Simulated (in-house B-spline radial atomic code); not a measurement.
How numerical settings move a run on Fe2+, [Ar] 3d6. Computed with an all-electron radial atomic-structure program (B-spline basis): scalar-relativistic (X2C) TPSSh, spherical fractional occupations, Fermi nucleus of rms radius 3.7377 fm.

Command:
```bash
python run_scf.py task.json out
```
Settings of the sound reference run:
```
Z                26
electrons        24
configuration    [Ar] 3d6
hamiltonian      x2c
method           tpssh
spin_polarised   False
nucleus          fermi
rms_radius       3.7377
mass_number      56
atomic_mass      55.93494
speed_of_light   137.036
knot_spacing     0.22
spline_order     8
gauss_points     12
box_radius       22.22
max_iterations   70
damping          0.5
damped_steps     3
diis_vectors     10
tolerance        1e-08
start            Thomas-Fermi
```

Cost of the run: 0.34 s on 1 thread of Intel(R) Xeon(R) Platinum 8488C (shared host).

It converges in 8 iterations to -1271.498014 hartree, with 3d at -25.8069 eV. The other runs change the listed settings, some to values that make no sense; their results aren't properties of the atom or ion. Radii are in bohr (the nuclear one in fm), a minus after a letter asks for a j subshell, and «unchanged» means within 1e-8 hartree. The run stops when the residual is below 10 × tolerance × max(1, Z/10), or a noise floor if that is larger, and the energy moves by less than 1e-8 × √|E| hartree; so very loose and very tight tolerances often act alike.

```tsv
changed settings	outcome
damping = 0	converged in 8 iterations, energy unchanged, 3d level +1.3e-05 eV
spline_order = 7, gauss_points = 3, first_knot = 0.00385, max_iterations = 50	converged in 9 iterations, energy +1.15e+00 hartree from the reference, 3d level -4.3e-03 eV
spline_order = 5	converged in 8 iterations, energy +1.45e-05 hartree from the reference, 3d level -3.5e-06 eV
max_iterations = 5, start = bare nucleus	not converged after 5 iterations, last residual 9.9e-05, last energy +2.97e-07 hartree from the reference
tolerance = 1e-13	converged in 8 iterations, energy unchanged
electrons = 25, configuration = [Ar] 3d6 4p-1, max_iterations = 60	stopped with error: j subshells need the Dirac Hamiltonian and l > 0
spline_order = 3	converged in 8 iterations, energy +2.75e-02 hartree from the reference, 3d level -5.7e-03 eV
damping = 0.95	converged in 9 iterations, energy unchanged, 3d level -2.4e-06 eV
spline_order = 4	converged in 8 iterations, energy +4.34e-04 hartree from the reference, 3d level -1.0e-04 eV
spline_order = 10	converged in 8 iterations, energy +5.25e-06 hartree from the reference, 3d level +2.2e-05 eV
spline_order = 7	converged in 8 iterations, energy +5.81e-06 hartree from the reference, 3d level +3.0e-05 eV
spline_order = 6	converged in 8 iterations, energy +9.77e-07 hartree from the reference, 3d level +1.9e-05 eV
damping = 0.8	converged in 8 iterations, energy unchanged, 3d level +2.9e-05 eV
damping = 0.2	converged in 8 iterations, energy unchanged, 3d level +8.3e-07 eV
```

**Question.** What happens with box_radius = 0.89, max_iterations = 8, damping = 0.95, tolerance = 0.001?

**Answer.** Converged in 3 iterations, energy +9.59e+01 hartree from the reference, 3d level +3.1e+02 eV (the program warns: 3d has a positive eigenvalue: unbound, held by the box; 3s has a positive eigenvalue: unbound, held by the box).

**Question.** What happens with max_iterations = 75, diis_vectors = 2, start = bare nucleus?

**Answer.** Converged in 9 iterations, energy unchanged, 3d level -1.6e-06 eV.

**Question.** What happens with knot_spacing = 0.55, gauss_points = 4, first_knot = 0.115, max_iterations = 100, start = bare nucleus?

**Answer.** Converged in 9 iterations, energy +1.25e+03 hartree from the reference, 3d level +2.3e+01 eV (the program warns: 3d reaches the box edge; 1s reaches the box edge).

**Question.** What happens with electrons = 27, configuration = [Ar] 3d6 4s3, max_iterations = 100?

**Answer.** Stopped with error: shell 4s holds at most 2 electrons.
